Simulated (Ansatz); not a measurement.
Basis-set series for C3H9NSi, SMILES `CC(C)[Si]N`. Total charge 0; spin multiplicity 1. The geometry is a stationary point of PBE0-D4/def2-TZVP. It is one conformer, not always the lowest.

| atom | x (Å) | y (Å) | z (Å) |
| --- | --- | --- | --- |
| C1 | -0.974 | 0.553 | 0.594 |
| C2 | 0.046 | 0.439 | -0.527 |
| C3 | 1.351 | 1.155 | -0.169 |
| Si4 | 0.499 | -1.314 | -1.182 |
| N5 | -0.437 | -2.295 | -0.145 |
| H6 | -1.173 | 1.600 | 0.848 |
| H7 | -1.934 | 0.100 | 0.328 |
| H8 | -0.616 | 0.071 | 1.509 |
| H9 | -0.361 | 0.938 | -1.421 |
| H10 | 1.812 | 0.714 | 0.721 |
| H11 | 2.086 | 1.098 | -0.977 |
| H12 | 1.177 | 2.214 | 0.048 |
| H13 | -1.050 | -1.975 | 0.592 |
| H14 | -0.424 | -3.300 | -0.218 |

| functional | basis | functions | energy (Eh) | HOMO (eV) | LUMO (eV) |
| --- | --- | --- | --- | --- | --- |
| PBE0-D4 | def2-SVP | 119 | -463.43136 | -5.78 | -0.88 |
| PBE0-D4 | def2-QZVPP | 568 | -463.74893 | -5.91 | -1.13 |
| ωB97M-V | def2-SVP | 119 | -463.63585 | -7.85 | 1.17 |
| ωB97M-V | def2-QZVPP | 568 | -463.96412 | -8.00 | 0.71 |

**Question.** Give the rows for def2-TZVPP. (Best estimate.)

**Answer.** The calculation gave: 
```tsv
functional	basis	functions	energy (Eh)	HOMO (eV)	LUMO (eV)
PBE0-D4	def2-TZVPP	292	-463.72886	-5.87	-1.06
ωB97M-V	def2-TZVPP	292	-463.94474	-7.96	0.87
```

Positive LUMOs are unbound and depend on the basis.

Computed with Ansatz.
